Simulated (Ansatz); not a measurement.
A nudged elastic band was laid between two geometries of H6NPSSi (10 atoms, charge 0, multiplicity 1).

Computed with RKS B3LYP/def2-SVP (Ansatz).

| Property | Result |
| --- | --- |
| movable images | 5 |
| climbing image | yes |
| spring | 5.0 eV/Å² |
| optimiser | quadratic models (default) |
| start path | through a guess of the saddle point |
| force threshold | 0.05 eV/Å |
| iteration limit | 60 |
| end points | relaxed |

First end point:

```xyz
10
Properties=species:S:1:pos:R:3
Si -1.045 1.111 -0.118
N -0.698 -0.588 0.179
P 0.737 -1.331 0.768
S 2.400 -0.668 -0.484
H -0.563 1.610 -1.441
H -2.525 1.293 -0.067
H -0.380 1.894 0.961
H -1.317 -1.264 -0.263
H 1.072 -0.339 1.739
H 2.402 -1.769 -1.271
```

Last end point:

```xyz
10
Properties=species:S:1:pos:R:3
Si -1.066 1.102 -0.038
N -0.581 -0.494 0.524
P 0.991 -1.138 0.788
S 2.143 -0.886 -1.052
H -0.135 2.090 0.575
H -1.032 1.265 -1.521
H -2.465 1.340 0.423
H -1.286 -1.228 0.477
H 1.584 0.045 1.323
H 1.930 -2.147 -1.497
```

(1) Which bonds break or form, and what moves?

(2) What energy profile does the band end with?

(3) What is the geometry of the highest image?

Results:

(1) No bond is made or broken. The dihedral H5–Si1–N2–P3 goes from 83 to -38°. The two ends are copies of one structure, up to a mirror image or an exchange of like atoms.

(2) It converged. The highest image is number 4 of 0 to 6, 0.7 kcal/mol above the ends, which have the same energy within 2 meV. A vibrational analysis at the climbing image gives one clearly imaginary mode, 82i cm⁻¹: a first-order saddle point.

```csv
image,path coordinate (Å),energy (kcal/mol),dihedral H5–Si1–N2–P3 (°)
0,0.00,0.0,83
1,0.66,0.1,69
2,1.33,0.4,54
3,1.99,0.7,36
4,2.66,0.7,17
5,3.55,0.3,-12
6,4.45,0.0,-38
```

(3) 
```xyz
10
Properties=species:S:1:pos:R:3:forces:R:3
Si -1.096 1.115 -0.095 -0.01 -0.01 -0.01
N -0.598 -0.492 0.419 0.01 0.00 0.00
P 0.952 -1.099 0.850 -0.01 0.00 0.00
S 2.236 -0.948 -0.910 0.00 0.00 0.00
H 0.119 1.866 -0.509 0.00 0.00 0.00
H -2.057 1.004 -1.231 0.00 0.00 0.00
H -1.771 1.870 1.004 0.00 0.00 0.00
H -1.293 -1.233 0.359 0.01 0.02 0.00
H 1.493 0.115 1.370 0.00 -0.01 0.00
H 2.100 -2.250 -1.255 0.00 0.00 0.00
```

Run time: 5.4 min on 2 threads of Arm Neoverse V2, with other jobs on the host, peak memory 0.22 GiB.
